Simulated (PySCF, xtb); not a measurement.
C2H9NSi3, SMILES N([SiH3])[SiH2]C#C[SiH3].

GFN2-xTB in xtb at its own geometry gives an orbital gap of 3.99 eV and a dipole moment of 0.50 D.

Geometry: PBE-D3(BJ)/def2-SVP. The structure was generated by enumeration, and PubChem lists no compound with its InChIKey, so it may never have been made. Other conformers were not sampled.

Q: What does B3LYP/def2-TZVP run with PySCF give? (The exact figures need the calculation; the answer reports its results.)

A: gap 6.29 eV (levels -7.44 and -1.15 eV), dipole 0.92 D.
